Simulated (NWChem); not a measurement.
Species: BeSiH₄SO; SMILES [SiH3][O][Be][SH]

```xyz
8

Be    -0.0287    -0.7138     0.0006
S     -0.0520    -2.6248    -0.0003
H      1.3116    -2.6830     0.0005
O     -0.0338     0.7072     0.0015
Si    -0.0073     2.3734    -0.0005
H     -0.6017     2.8938    -1.2805
H      1.4125     2.8570     0.1153
H     -0.8031     2.8988     1.1627
```
Atoms are numbered in this order, from 1.

Computed with NWChem. Pople sets run with spherical d functions. The geometry was optimised at PBE-D3(BJ)/def2-SVP. B3LYP is NWChem's, with the RPA form of VWN correlation. Vertical excitations in the gas phase; the lowest state need not have the same character in each row.

For level B3LYP/6-31+G*, full TDDFT:

```yaml
lowest excitation, singlet (eV): 5.39
orbital gap (eV): 6.33
```

Task: Estimate the same quantities for level Hartree-Fock/6-31+G*, TDHF.

Result: The lowest excitation, singlet (eV) is 6.27. The orbital gap (eV) is 11.09.
